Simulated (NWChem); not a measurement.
System: HfHSF$_{3}$; SMILES [F][Hf]([F])([F])[SH]

Excerpt of the output:

```
             Northwest Computational Chemistry Package (NWChem) 7.3.0
             --------------------------------------------------------

 C1  symmetry detected

                             Geometry "geometry" -> ""
                             -------------------------

 Output coordinates in angstroms (scale by  1.889725989 to convert to a.u.)

  No.       Tag          Charge          X              Y              Z
 ---- ---------------- ---------- -------------- -------------- --------------
    1 Hf                  72.0000    -0.01711477     0.21812311     0.00007983
    2 F                    9.0000     0.93091982     0.84207804     1.52738254
    3 F                    9.0000    -1.83368932     0.77735062     0.00729510
    4 F                    9.0000     0.91861229     0.84515451    -1.53355019
    5 S                   16.0000    -0.01553350    -2.22489794    -0.00119220
    6 H                    1.0000     1.33821407    -2.28774553     0.00318016

 Effective nuclear repulsion energy (a.u.)     919.5197253433

                                 NWChem DFT Module
                                 -----------------

 Summary of "ao basis" -> "ao basis" (spherical)
 ------------------------------------------------------------------------------
       Tag                 Description            Shells   Functions and Types
 ---------------- ------------------------------  ------  ---------------------
 Hf                         def2-svp                12       32   6s3p2d1f
 F                          def2-svp                 6       14   3s2p1d
 S                          def2-svp                 8       18   4s3p1d
 H                          def2-svp                 3        5   2s1p

            General Information
            -------------------
          SCF calculation type: DFT
          Wavefunction type:  closed shell.
          No. of atoms     :     6
          No. of electrons :    56
           Alpha electrons :    28
            Beta electrons :    28
          Charge           :     0
          Spin multiplicity:     1
          Use of symmetry is: off; symmetry adaption is: off
          Maximum number of iterations: 200
          AO basis - number of functions:    97
                     number of shells:    41
          Convergence on energy requested:  1.00D-06
          Convergence on density requested:  1.00D-05
          Convergence on gradient requested:  5.00D-04

              XC Information
              --------------
                         B3LYP Method XC Potential
                     Hartree-Fock (Exact) Exchange  0.200
                        Slater Exchange Functional  0.800 local
                    Becke 1988 Exchange Functional  0.720 non-local
              Lee-Yang-Parr Correlation Functional  0.810
                  VWN I RPA Correlation Functional  0.190 local

             Grid Information
             ----------------
          Grid used for XC integration:  medium
          Radial quadrature: Mura-Knowles
          Angular quadrature: Lebedev.
          Tag              B.-S. Rad. Rad. Pts. Rad. Cut. Ang. Pts.
          ---              ---------- --------- --------- ---------
          Hf                  1.55      123          10.0       590
          F                   0.50       49          11.0       434
          S                   1.00       88          10.0       590
          H                   0.35       45          11.0       434
          Grid pruning is: on
          Number of quadrature shells:   403
          Spatial weights used:  Erf1

      Non-variational initial energy
      ------------------------------

 Total energy =     249.742387
 1-e energy   =       0.000000
 2-e energy   =       0.000000
 HOMO         =     -17.452323
 LUMO         =     -16.704566

   convergence    iter        energy       DeltaE   RMS-Dens  Diis-err
 ---------------- ----- ----------------- --------- --------- ---------
 d= 0,ls=0.0,diis     1   -721.4078045906 -9.71D+02  3.18D-01  1.27D+02
 d= 0,ls=0.0,diis     2   -707.0309124596  1.44D+01  2.82D-01  1.56D+02
 d= 0,ls=0.0,diis     3   -743.8064597786 -3.68D+01  4.30D-02  2.11D+01
 d= 0,ls=0.0,diis     4   -745.8887202305 -2.08D+00  2.13D-02  3.07D+00
 d= 0,ls=0.0,diis     5   -746.1594660506 -2.71D-01  1.06D-02  1.48D+00
 d= 0,ls=0.0,diis     6   -746.2720349460 -1.13D-01  3.92D-03  4.04D-01
  Resetting Diis
 d= 0,ls=0.0,diis     7   -746.3083221658 -3.63D-02  1.33D-03  1.47D-01
 d= 0,ls=0.0,diis     8   -746.3184432934 -1.01D-02  2.35D-03  2.59D-02
 d= 0,ls=0.0,diis     9   -746.3122700053  6.17D-03  1.60D-03  9.32D-02
 d= 0,ls=0.0,diis    10   -746.3208692120 -8.60D-03  1.62D-04  4.39D-04
 d= 0,ls=0.0,diis    11   -746.3209186991 -4.95D-05  3.21D-05  7.54D-06
 d= 0,ls=0.0,diis    12   -746.3209197031 -1.00D-06  9.42D-06  8.78D-07
 d= 0,ls=0.0,diis    13   -746.3209198185 -1.15D-07  2.38D-06  9.94D-08

         Total DFT energy =     -746.320919818510
      One electron energy =    -1546.338665450629
           Coulomb energy =      613.794859869228
    Exchange-Corr. energy =      -63.519501595573
 Nuclear repulsion energy =      249.742387358464

 Numeric. integr. density =       56.000005330364

                       DFT Final Molecular Orbital Analysis
                       ------------------------------------

 Vector   26  Occ=2.000000D+00  E=-4.206734D-01
              MO Center=  3.3D-01, -1.5D+00,  2.2D-03, r^2= 3.5D+00
   Bfn.  Coefficient  Atom+Function         Bfn.  Coefficient  Atom+Function
  ----- ------------  ---------------      ----- ------------  ---------------
    93      0.337762  6 H  s                 82      0.306654  5 S  px
    85      0.297996  5 S  px                78     -0.257703  5 S  s
    77     -0.196228  5 S  s                 79      0.178144  5 S  px
    37     -0.168032  2 F  py                65     -0.165496  4 F  py
    94      0.165631  6 H  s                 76      0.147964  5 S  s

 Vector   27  Occ=2.000000D+00  E=-3.276187D-01
              MO Center= -1.5D-02, -2.0D+00, -1.1D-03, r^2= 2.1D+00
   Bfn.  Coefficient  Atom+Function         Bfn.  Coefficient  Atom+Function
  ----- ------------  ---------------      ----- ------------  ---------------
    86      0.532129  5 S  py                83      0.398998  5 S  py
    80      0.230304  5 S  py                 5      0.227939  1 Hf s
    20     -0.225093  1 Hf d  2               3     -0.178297  1 Hf s
    77     -0.177591  5 S  s                  8      0.163647  1 Hf py
    18     -0.128003  1 Hf d  0              85      0.111301  5 S  px

 Vector   28  Occ=2.000000D+00  E=-2.883577D-01
              MO Center=  1.9D-02, -2.0D+00, -1.3D-03, r^2= 1.9D+00
   Bfn.  Coefficient  Atom+Function         Bfn.  Coefficient  Atom+Function
  ----- ------------  ---------------      ----- ------------  ---------------
    87      0.594495  5 S  pz                84      0.430662  5 S  pz
    81      0.245671  5 S  pz                17     -0.155027  1 Hf d -1
     9     -0.085899  1 Hf pz                15      0.073930  1 Hf pz
    22     -0.064387  1 Hf d -1              65      0.055229  4 F  py
    37     -0.054950  2 F  py                66      0.046173  4 F  pz

 Vector   29  Occ=0.000000D+00  E=-5.970055D-02
              MO Center= -7.9D-02, -2.1D-01,  2.5D-04, r^2= 2.8D+00
   Bfn.  Coefficient  Atom+Function         Bfn.  Coefficient  Atom+Function
  ----- ------------  ---------------      ----- ------------  ---------------
    16      0.789786  1 Hf d -2              94      0.409148  6 H  s
    78     -0.248428  5 S  s                 20      0.240110  1 Hf d  2
    93      0.198336  6 H  s                 18     -0.193334  1 Hf d  0
    51     -0.182509  3 F  py                21      0.181595  1 Hf d -2
    85     -0.155333  5 S  px                54      0.154383  3 F  py

 Vector   30  Occ=0.000000D+00  E=-4.411016D-02
              MO Center=  2.3D-04,  3.8D-02,  6.6D-04, r^2= 2.2D+00
   Bfn.  Coefficient  Atom+Function         Bfn.  Coefficient  Atom+Function
  ----- ------------  ---------------      ----- ------------  ---------------
    17      0.836000  1 Hf d -1              19      0.421667  1 Hf d  1
    87      0.255583  5 S  pz                84      0.144445  5 S  pz
    52      0.138326  3 F  pz                65     -0.133339  4 F  py
    37      0.131896  2 F  py                22      0.129706  1 Hf d -1
    55     -0.114736  3 F  pz                68      0.112773  4 F  py

 Vector   31  Occ=0.000000D+00  E=-3.969678D-02
              MO Center=  1.7D-01, -1.8D-01, -2.2D-04, r^2= 7.5D+00
   Bfn.  Coefficient  Atom+Function         Bfn.  Coefficient  Atom+Function
  ----- ------------  ---------------      ----- ------------  ---------------
     6      1.280494  1 Hf s                 78     -0.436984  5 S  s
     3     -0.236849  1 Hf s                 94      0.235932  6 H  s
    85     -0.218010  5 S  px                77     -0.197214  5 S  s
    49     -0.159664  3 F  s                  5     -0.152246  1 Hf s
    35     -0.148148  2 F  s                 63     -0.148489  4 F  s

     Multipole analysis of the density
     ---------------------------------

     L   x y z        total         alpha         beta         nuclear
     -   - - -        -----         -----         ----         -------
     0   0 0 0     -0.000000    -28.000000    -28.000000     56.000000

     1   1 0 0      0.273566     -0.833483     -0.833483      1.940533
     1   0 1 0     -0.093876     12.318850     12.318850    -24.731575
     1   0 0 1      0.001318      0.005185      0.005185     -0.009052

     2   2 0 0    -39.365753   -104.413668   -104.413668    169.461584
     2   1 1 0     -2.172664      1.305587      1.305587     -4.783837
     2   1 0 1      0.008455      0.000055      0.000055      0.008345
     2   0 2 0    -39.842444   -204.288747   -204.288747    368.735050
     2   0 1 1     -0.000369      0.004802      0.004802     -0.009972
     2   0 0 2    -41.489634    -96.027450    -96.027450    150.565265

            General Information
            -------------------
          SCF calculation type: DFT
          Wavefunction type:  closed shell.
          No. of atoms     :     6
          No. of electrons :    56
           Alpha electrons :    28
            Beta electrons :    28
          Charge           :     0
          Spin multiplicity:     1
          Use of symmetry is: off; symmetry adaption is: off
          Maximum number of iterations: 200
          AO basis - number of functions:    97
                     number of shells:    41
          Convergence on energy requested:  1.00D-06
          Convergence on density requested:  1.00D-05
          Convergence on gradient requested:  5.00D-04

              XC Information
              --------------
                         B3LYP Method XC Potential
                     Hartree-Fock (Exact) Exchange  0.200
                        Slater Exchange Functional  0.800 local
                    Becke 1988 Exchange Functional  0.720 non-local
              Lee-Yang-Parr Correlation Functional  0.810
                  VWN I RPA Correlation Functional  0.190 local

             Grid Information
             ----------------
          Grid used for XC integration:  medium
          Radial quadrature: Mura-Knowles
          Angular quadrature: Lebedev.
          Tag              B.-S. Rad. Rad. Pts. Rad. Cut. Ang. Pts.
          ---              ---------- --------- --------- ---------
          Hf                  1.55      123          10.0       590
          F                   0.50       49          11.0       434
          S                   1.00       88          10.0       590
          H                   0.35       45          11.0       434
          Grid pruning is: on
          Number of quadrature shells:   403
          Spatial weights used:  Erf1

          Convergence Information
          -----------------------
          Convergence aids based upon iterative change in
          total energy or number of iterations.
          Levelshifting, if invoked, occurs when the
          HOMO/LUMO gap drops below (HL_TOL):  1.00D-02
          DIIS, if invoked, will attempt to extrapolate
          using up to (NFOCK): 10 stored Fock matrices.

                    Damping( 0%)  Levelshifting(0.5)       DIIS
                  --------------- ------------------- ---------------
          dE  on:    start            ASAP                start
          dE off:    2 iters        200 iters           200 iters

                            NWChem DFT Gradient Module
                            --------------------------

  charge          =   0.00
  wavefunction    = closed shell

                         DFT ENERGY GRADIENTS

    atom               coordinates                        gradient
                 x          y          z           x          y          z
   1 Hf     -0.032342   0.412193   0.000151    0.000068   0.000604  -0.000045
   2 F       1.759183   1.591297   2.886334   -0.002579  -0.001738  -0.004204
   3 F      -3.465170   1.468980   0.013786    0.004958  -0.001380  -0.000006
   4 F       1.735926   1.597110  -2.897990   -0.002551  -0.001748   0.004245
   5 S      -0.029354  -4.204447  -0.002253    0.001488   0.004148   0.000004
   6 H       2.528858  -4.323212   0.006010   -0.001383   0.000114   0.000005
```

Level: B3LYP/def2-SVP with def2 effective core potentials on Hf. All runs use the structure optimised with PBE0/def2-SVP. Not confirmed as a minimum by frequencies. def2 effective core potentials on Hf; no spin-orbit coupling.

Task: Reconstruct the input file.

Result: Several could match; the one computed here: the input that was run:
```
start job
memory heap 200 mb stack 900 mb global 1100 mb
geometry units angstroms noautoz
  Hf     0.078647     0.238303     0.122464
  F      1.868537     0.710205     0.563310
  F     -1.185638     1.078215     1.266519
  F     -0.188694     0.703201    -1.703234
  S     -0.202228    -2.174117     0.386462
  H      0.787200    -2.450568    -0.497398
end
basis spherical
  * library def2-svp
end
ecp
  Hf library def2-ecp
end
dft
  xc b3lyp
  iterations 200
  vectors input hcore
end
task dft gradient
```
